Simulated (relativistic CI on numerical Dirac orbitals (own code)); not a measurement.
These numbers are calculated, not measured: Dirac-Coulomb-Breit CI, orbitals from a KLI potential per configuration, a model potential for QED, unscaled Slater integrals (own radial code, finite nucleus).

Configurations in the expansion: 1s2, 1s 2s, 1s 2p, 1s 3s, 1s 3p, 1s 3d, 1s 4s, 1s 4p, 1s 4d, 1s 4f, 1s 5s, 1s 5p, 1s 5d, 1s 5f, 1s 5g, 1s 6s, 1s 6p, 1s 6d, 2s2. Levels of other configurations are missing.

At this charge energies of transitions that change n are usually good to better than 1 %, and those within a shell (Δn = 0) to a few per cent.

Outline of the computed level scheme of Yb LXIX. Lowest level of each configuration: 1s2 1S_0 at 0.0 eV; 1s 2s 3S_1 at 52291.1 eV; 1s 2p 3P°_1 at 52398.6 eV; 1s 3s 3S_1 at 62360.0 eV; 1s 3p 3P°_1 at 62388.7 eV; 1s 3d 3D_2 at 62763.1 eV; 1s 4s 3S_1 at 65818.8 eV; 1s 4p 3P°_1 at 65830.4 eV; 1s 4d 3D_2 at 65987.3 eV.

Some strong electric-dipole decays among the lowest 27 levels: 1s 2p 1P°_1 → 1s2 1S_0 (1.8e+16 s⁻¹); 1s 2p 3P°_1 → 1s2 1S_0 (9.6e+15 s⁻¹); 1s 3p 1P°_1 → 1s2 1S_0 (5.1e+15 s⁻¹); 1s 3p 3P°_1 → 1s2 1S_0 (2.4e+15 s⁻¹); 1s 4p 1P°_1 → 1s2 1S_0 (2.1e+15 s⁻¹); 1s 3d 3D_3 → 1s 2p 3P°_2 (1.5e+15 s⁻¹); 1s 3d 3D_2 → 1s 2p 3P°_1 (1.4e+15 s⁻¹); 1s 3d 1D_2 → 1s 2p 1P°_1 (1.3e+15 s⁻¹).

LS names give the leading component of a level, which can be under half, so a name can repeat, a term be missing and a line seem to break the LS rules.
